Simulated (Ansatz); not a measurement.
`CN(C)c1ccc(-c2ccc(-c3ccc(C#N)cc3)cc2)cc1` with charge +1. Total charge 1; doublet. Geometry PBE-D4/def2-SVP, that of the neutral singlet; atoms count from 1.

```xyz
41

C    -5.1319    4.2197   -0.2882
N    -3.7091    4.4663   -0.1741
C    -3.2091    5.8255   -0.1336
C    -2.8257    3.4048   -0.1311
C    -1.4218    3.6092   -0.0090
C    -0.5386    2.5303    0.0314
C    -0.9833    1.1899   -0.0387
C    -0.0395    0.0544    0.0075
C     1.2818    0.1704   -0.4875
C     2.1729   -0.9043   -0.4478
C     1.7925   -2.1544    0.0928
C     2.7354   -3.2937    0.1346
C     2.6833   -4.2495    1.1781
C     3.5684   -5.3277    1.2225
C     4.5460   -5.4868    0.2118
C     5.4573   -6.5912    0.2505
N     6.2044   -7.4973    0.2835
C     4.6118   -4.5389   -0.8368
C     3.7203   -3.4656   -0.8684
C     0.4742   -2.2730    0.5908
C    -0.4171   -1.1987    0.5474
C    -2.3783    0.9923   -0.1581
C    -3.2782    2.0569   -0.2074
H    -5.6738    5.1829   -0.2800
H    -5.5190    3.6065    0.5576
H    -5.3963    3.6894   -1.2326
H    -4.0575    6.5310   -0.1977
H    -2.6580    6.0436    0.8099
H    -2.5196    6.0448   -0.9811
H    -1.0133    4.6247    0.0697
H     0.5351    2.7386    0.1546
H     1.6113    1.1216   -0.9316
H     3.1964   -0.7649   -0.8276
H     1.9477   -4.1275    1.9867
H     3.5183   -6.0548    2.0459
H     5.3628   -4.6617   -1.6306
H     3.7672   -2.7554   -1.7070
H     0.1333   -3.2350    1.0024
H    -1.4289   -1.3268    0.9600
H    -2.7741   -0.0307   -0.2481
H    -4.3471    1.8352   -0.3206
```

Single mean-field runs in def2-TZVP are fitted with def2-universal-jkfit.

(1) Estimate the Mulliken populations of the heavy atoms from the PBE0/def2-TZVP orbitals of Ansatz.

(2) Where does the spin sit?

(3) And the Mayer bond orders between bonded heavy atoms (over 0.3)?

Results:

(1) 
| atom | charge (e) | spin (α − β) |
| --- | --- | --- |
| C1 | -0.37 | -0.03 |
| N2 | 0.08 | 0.33 |
| C3 | -0.37 | -0.03 |
| C4 | 0.24 | 0.03 |
| C5 | -0.21 | 0.11 |
| C6 | -0.19 | -0.04 |
| C7 | 0.17 | 0.22 |
| C8 | 0.18 | 0.01 |
| C9 | -0.18 | 0.06 |
| C10 | -0.20 | -0.04 |
| C11 | 0.18 | 0.13 |
| C12 | 0.15 | -0.02 |
| C13 | -0.17 | 0.04 |
| C14 | -0.20 | -0.02 |
| C15 | 0.32 | 0.06 |
| C16 | -0.26 | -0.02 |
| N17 | 0.01 | 0.03 |
| C18 | -0.20 | -0.02 |
| C19 | -0.17 | 0.04 |
| C20 | -0.20 | -0.04 |
| C21 | -0.18 | 0.06 |
| C22 | -0.19 | -0.04 |
| C23 | -0.21 | 0.11 |
Mulliken values and Mayer orders depend strongly on the basis.

(2) Summed by element: C 0.57, N 0.36, H 0.07, of 1 unpaired in all. Largest on single atoms: N2 0.33, C7 0.22, C11 0.13.

(3) C1–N2 0.94 (1.45 Å); N2–C3 0.94 (1.45 Å); N2–C4 1.34 (1.38 Å); C4–C5 1.22 (1.42 Å); C4–C23 1.22 (1.42 Å); C5–C6 1.60 (1.39 Å); C6–C7 1.29 (1.41 Å); C7–C8 0.99 (1.48 Å); C7–C22 1.29 (1.41 Å); C8–C9 1.31 (1.42 Å); C8–C21 1.31 (1.42 Å); C9–C10 1.51 (1.40 Å); C10–C11 1.33 (1.41 Å); C11–C12 0.93 (1.48 Å); C11–C20 1.33 (1.41 Å); C12–C13 1.34 (1.42 Å); C12–C19 1.34 (1.42 Å); C13–C14 1.48 (1.40 Å); C14–C15 1.33 (1.42 Å); C15–C16 0.94 (1.43 Å); C15–C18 1.33 (1.42 Å); C16–N17 3.01 (1.17 Å); C18–C19 1.48 (1.40 Å); C20–C21 1.51 (1.40 Å); C22–C23 1.60 (1.39 Å).
